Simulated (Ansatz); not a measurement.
Steps of a relaxation of C2H7AlOS with RKS PBE-D4/def2-SVP.

```sh
$ ansatz run in.yaml --threads 4 --pin off --events-out ev --progress --plain --max-ram 10444MiB
```

```yaml
crystal:
  periodic: [false, false, false]
  atoms:
    - {symbol: C, position_ang: [-1.833100, -0.563700, 0.989500]}
    - {symbol: S, position_ang: [-1.184800, 0.350100, -0.460900]}
    - {symbol: C, position_ang: [0.530900, 0.089500, 0.005000]}
    - {symbol: O, position_ang: [0.983200, -1.257100, -0.074300]}
    - {symbol: Al, position_ang: [1.749700, 1.192500, -1.169000]}
    - {symbol: H, position_ang: [-1.557100, -1.564000, 0.977600]}
    - {symbol: H, position_ang: [-2.961800, -0.481800, 0.920700]}
    - {symbol: H, position_ang: [-1.520800, -0.008500, 1.911700]}
    - {symbol: H, position_ang: [0.727000, 0.453100, 1.102800]}
    - {symbol: H, position_ang: [0.701700, -1.558900, -0.972200]}
    - {symbol: H, position_ang: [1.749800, 0.956400, -2.708100]}
    - {symbol: H, position_ang: [2.692300, 2.337400, -0.488900]}
basis:
  gaussian: {orbitals: def2-SVP}
hamiltonian: {xc: pbe, dispersion: d4}
relax: {f_tol: 0.03, max_steps: 200}
```

Positions (Å) and forces (eV/Å) along the path, 11 of 17 steps:

```xyz
12
step=1 energy=-21644.1509 eV
C    -1.833   -0.564    0.990   -2.431    3.281    0.097
S    -1.185    0.350   -0.461    0.210   -0.459    0.591
C     0.531    0.089    0.005    1.146    1.572    0.600
O     0.983   -1.257   -0.074   -0.081   -0.601   -0.373
Al    1.750    1.192   -1.169   -0.063    0.511    0.901
H    -1.557   -1.564    0.978    0.938   -2.478    0.012
H    -2.962   -0.482    0.921    0.683   -0.216    0.165
H    -1.521   -0.009    1.912   -0.022   -0.440   -0.266
H     0.727    0.453    1.103   -0.453   -0.651   -1.368
H     0.702   -1.559   -0.972    0.124   -0.009    0.396
H     1.750    0.956   -2.708    0.054   -0.223   -0.608
H     2.692    2.337   -0.489   -0.105   -0.288   -0.148
12
step=2 energy=-21644.4046 eV
C    -1.963   -0.566    1.048   -0.078    0.870    0.080
S    -1.161    0.324   -0.351   -0.295    0.208   -0.428
C     0.617    0.134   -0.051   -0.321    0.104    1.093
O     1.064   -1.226   -0.127    0.147   -0.171   -0.442
Al    1.787    1.288   -1.205   -0.071   -0.082    0.093
H    -1.628   -1.600    1.048    0.202   -0.611    0.135
H    -3.074   -0.529    0.932    0.372    0.052   -0.166
H    -1.694   -0.045    1.992   -0.043   -0.229    0.009
H     0.790    0.432    1.027    0.045   -0.121   -0.484
H     0.715   -1.564   -0.985    0.118    0.054    0.221
H     1.837    0.947   -2.763    0.010   -0.012   -0.081
H     2.788    2.351   -0.531   -0.086   -0.062   -0.030
12
step=3 energy=-21644.4628 eV
C    -1.939   -0.538    1.044   -0.063    0.233   -0.091
S    -1.161    0.340   -0.372    0.006   -0.040    0.055
C     0.605    0.118   -0.020   -0.158    0.165    0.244
O     1.073   -1.234   -0.153    0.025   -0.110   -0.228
Al    1.755    1.272   -1.187    0.010   -0.090    0.055
H    -1.576   -1.581    1.074    0.035   -0.045    0.059
H    -3.038   -0.530    0.892    0.111   -0.019   -0.042
H    -1.707   -0.008    1.991    0.011   -0.089   -0.001
H     0.781    0.389    1.051   -0.009   -0.044   -0.170
H     0.728   -1.547   -1.018    0.069    0.027    0.136
H     1.810    0.927   -2.751   -0.025   -0.002    0.005
H     2.746    2.336   -0.516   -0.011    0.015   -0.021
12
step=4 energy=-21644.4708 eV
C    -1.937   -0.523    1.047   -0.001    0.010   -0.066
S    -1.157    0.348   -0.367    0.075   -0.061    0.106
C     0.604    0.111   -0.010   -0.111    0.119   -0.051
O     1.080   -1.239   -0.182    0.019   -0.054   -0.079
Al    1.755    1.261   -1.173    0.003   -0.050    0.017
H    -1.538   -1.556    1.111   -0.032    0.090    0.008
H    -3.029   -0.557    0.859    0.038   -0.027    0.002
H    -1.749    0.022    1.995    0.000   -0.032   -0.013
H     0.786    0.357    1.058   -0.005   -0.012    0.018
H     0.732   -1.533   -1.050    0.020    0.009    0.048
H     1.791    0.916   -2.739   -0.017   -0.005    0.022
H     2.741    2.337   -0.516    0.011    0.012   -0.012
12
step=9 energy=-21644.6397 eV
C    -1.964   -0.632    1.021   -0.242   -0.125    0.183
S    -1.220    0.473   -0.242    0.084   -0.096    0.014
C     0.512    0.421    0.136   -0.113    0.439    0.120
O     1.221   -0.841   -0.272   -0.086    0.075   -0.516
Al    1.826    1.120   -1.175    0.266   -0.233    0.003
H    -1.345   -1.551    1.128   -0.132    0.156    0.017
H    -2.982   -0.927    0.660    0.357    0.126    0.119
H    -2.064   -0.113    2.008    0.060   -0.183   -0.303
H     0.736    0.554    1.216   -0.051   -0.030   -0.115
H     0.667   -1.182   -1.023    0.245    0.026    0.306
H     1.464    0.790   -2.724    0.051    0.134    0.283
H     3.227    1.831   -0.701   -0.438   -0.289   -0.109
12
step=11 energy=-21644.7743 eV
C    -1.951   -0.673    1.021   -0.031   -0.046    0.066
S    -1.251    0.426   -0.277   -0.126   -0.007   -0.052
C     0.442    0.564    0.140    0.197    0.063   -0.009
O     1.286   -0.696   -0.300   -0.302   -0.043   -0.452
Al    1.845    1.038   -1.194    0.118   -0.126   -0.034
H    -1.304   -1.563    1.173   -0.064    0.088   -0.008
H    -2.948   -1.014    0.663    0.132    0.069    0.038
H    -2.081   -0.125    1.980    0.039   -0.076   -0.106
H     0.647    0.672    1.223   -0.005   -0.052   -0.039
H     0.686   -1.153   -0.952    0.296    0.158    0.396
H     1.392    0.957   -2.749    0.077    0.032    0.266
H     3.314    1.511   -0.694   -0.333   -0.060   -0.067
12
step=13 energy=-21644.7998 eV
C    -1.938   -0.672    1.014    0.020    0.000    0.003
S    -1.264    0.412   -0.308    0.089   -0.005    0.025
C     0.431    0.572    0.120   -0.029    0.055   -0.094
O     1.294   -0.681   -0.319   -0.154   -0.095   -0.091
Al    1.843    1.018   -1.204   -0.004    0.014    0.035
H    -1.321   -1.584    1.128   -0.024    0.003    0.002
H    -2.961   -0.966    0.708    0.005    0.011    0.007
H    -1.990   -0.127    1.978    0.002   -0.012   -0.003
H     0.625    0.677    1.204   -0.015   -0.037    0.018
H     0.681   -1.203   -0.891    0.138    0.078    0.104
H     1.420    0.984   -2.746    0.008   -0.004    0.015
H     3.257    1.515   -0.650   -0.036   -0.008   -0.022
12
step=14 energy=-21644.8020 eV
C    -1.937   -0.672    1.013   -0.003   -0.007   -0.001
S    -1.265    0.402   -0.319    0.030    0.005    0.025
C     0.427    0.573    0.113   -0.037   -0.002   -0.008
O     1.296   -0.676   -0.317    0.026   -0.002    0.018
Al    1.842    1.024   -1.201   -0.014   -0.013    0.018
H    -1.343   -1.602    1.111   -0.019    0.010    0.000
H    -2.974   -0.936    0.728    0.022    0.013    0.008
H    -1.954   -0.131    1.981    0.005   -0.011   -0.018
H     0.610    0.666    1.200   -0.010    0.015   -0.001
H     0.695   -1.211   -0.883   -0.004   -0.021   -0.027
H     1.432    0.976   -2.743   -0.011    0.003   -0.024
H     3.248    1.532   -0.650    0.016    0.010    0.008
12
step=15 energy=-21644.8033 eV
C    -1.939   -0.676    1.007    0.011   -0.007   -0.007
S    -1.263    0.385   -0.330    0.025    0.008    0.017
C     0.422    0.571    0.110   -0.030    0.019   -0.002
O     1.312   -0.671   -0.297    0.025   -0.017   -0.017
Al    1.838    1.026   -1.200    0.018    0.009    0.006
H    -1.398   -1.641    1.067   -0.008   -0.003    0.009
H    -3.000   -0.874    0.760   -0.024   -0.008   -0.010
H    -1.890   -0.154    1.983    0.012    0.007    0.006
H     0.598    0.683    1.197   -0.008    0.001    0.004
H     0.732   -1.222   -0.869   -0.014   -0.004    0.003
H     1.427    0.962   -2.743    0.003   -0.005   -0.005
H     3.239    1.557   -0.651   -0.011    0.001   -0.004
12
step=16 energy=-21644.8035 eV
C    -1.941   -0.679    1.006   -0.030   -0.010    0.017
S    -1.262    0.381   -0.331    0.008    0.004   -0.005
C     0.422    0.571    0.109   -0.029    0.000    0.004
O     1.317   -0.670   -0.295    0.013   -0.007   -0.011
Al    1.837    1.028   -1.201    0.010   -0.005   -0.004
H    -1.421   -1.656    1.053   -0.012    0.017    0.002
H    -3.011   -0.851    0.771    0.042    0.006    0.008
H    -1.866   -0.163    1.985   -0.001   -0.016   -0.021
H     0.595    0.686    1.196    0.004   -0.002   -0.001
H     0.739   -1.227   -0.864   -0.001    0.013    0.010
H     1.435    0.952   -2.746    0.001    0.000    0.004
H     3.232    1.574   -0.650   -0.005   -0.001   -0.002
12
step=17 energy=-21644.8036 eV
C    -1.941   -0.679    1.007   -0.006   -0.004    0.006
S    -1.262    0.381   -0.331    0.009    0.000   -0.001
C     0.422    0.571    0.109   -0.021    0.005    0.003
O     1.318   -0.670   -0.297    0.009   -0.004   -0.002
Al    1.838    1.028   -1.201    0.002   -0.001   -0.004
H    -1.421   -1.655    1.056   -0.003    0.005    0.000
H    -3.009   -0.853    0.770    0.008    0.002    0.001
H    -1.869   -0.163    1.985    0.000   -0.004   -0.005
H     0.596    0.684    1.196    0.003   -0.002   -0.001
H     0.737   -1.225   -0.865   -0.001    0.003    0.001
H     1.435    0.952   -2.746    0.001    0.001    0.002
H     3.232    1.575   -0.650   -0.001   -0.001    0.000
```

Hardware: 4 threads of an Arm Neoverse V1 on a shared host. Wall time 25 s, peak host memory 0.16 GiB.
